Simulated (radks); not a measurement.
Question: The mean radii <r> (bohr) of the occupied orbitals of an atom or ion are listed with their occupations. Method: non-relativistic Kohn-Sham, r2SCAN, spin-polarised, spherical densities, point nucleus; meta-GGA in the generalised Kohn-Sham scheme; computed with a radial shooting solver on a logarithmic mesh with Libxc functionals.

orbital  occ.     <r>
1s up       1  0.1116
1s down     1  0.1116
2s up       1  0.5656
2s down     1  0.5660
2p up       3  0.5340
2p down     3  0.5331
3s up       1   1.851

Name the element and its charge. Open shells, if any, are filled with parallel spins first.

Answer: Z = 14, silicon, charge +3: Si3+ in [Ne] 3s1. The 1s radius gives Z: for a bare nucleus <r> = 1.5/Z, 0.1071 bohr for Z = 14, and screening makes it slightly larger (0.1116 here). The occupations add up to 11, and the charge is Z minus that.
